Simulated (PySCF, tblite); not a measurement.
Isomers of C4H9FSi2. Method: GFN2-xTB as coded in tblite; computed harmonic values from a numerical Hessian at the method's own geometry, unscaled. Errors from tens to a few hundred cm⁻¹ against measured bands are possible. Modes of hydrogen on silicon can be 10 to 20 % off. One conformer each.

Electronic energies: PBE0/pcSseg-1 single points on the GFN2-xTB geometries (PySCF, gas phase).

```csv
SMILES,"electronic energy, lowest = 0 (kcal/mol)"
C=C1[C@@H]([SiH3])C[Si@H]1F,5.5
F[C@H]1C[SiH2]C=C[SiH2]1,25.6
FC[C@@H]1C=C[SiH2][SiH2]1,28.9
C[SiH2][C@H](F)C#C[SiH3],57.2
CC#C[Si@H](F)C[SiH3],0.0
```

Task: How do GFN2-xTB zero-point energies change the relative energies?

Result: 
```csv
SMILES,ZPE (kcal/mol),of it from modes above 1550 cm⁻¹,electronic (kcal/mol),"with ZPE, lowest = 0 (kcal/mol)",lowest mode (cm⁻¹),rings
CC#C[Si@H](F)C[SiH3],67.8,37.7,0.0,0.0,2i,0
C=C1[C@@H]([SiH3])C[Si@H]1F,69.4,37.1,5.5,7.1,31,1
F[C@H]1C[SiH2]C=C[SiH2]1,69.6,36.2,25.6,27.4,57,1
FC[C@@H]1C=C[SiH2][SiH2]1,69.9,36.2,28.9,31.0,21,1
C[SiH2][C@H](F)C#C[SiH3],65.6,36.5,57.2,55.1,5i,0
```

The zero-point energies span 4.3 kcal/mol, from `C[SiH2][C@H](F)C#C[SiH3]` to `FC[C@@H]1C=C[SiH2][SiH2]1`. Slightly imaginary modes are left out of the zero-point energy: `CC#C[Si@H](F)C[SiH3]` 1.9i cm⁻¹ and `C[SiH2][C@H](F)C#C[SiH3]` 4.5i cm⁻¹. The order is unchanged.

Task: And how do the electronic energies of GFN2-xTB itself compare?

Result: `CC#C[Si@H](F)C[SiH3]` 4.3; `C=C1[C@@H]([SiH3])C[Si@H]1F` 0.0; `F[C@H]1C[SiH2]C=C[SiH2]1` 31.5; `FC[C@@H]1C=C[SiH2][SiH2]1` 31.5; `C[SiH2][C@H](F)C#C[SiH3]` 48.2 kcal/mol, lowest = 0. Against the energies above, taken from the same isomer `CC#C[Si@H](F)C[SiH3]`, the largest difference is 13.3 kcal/mol.
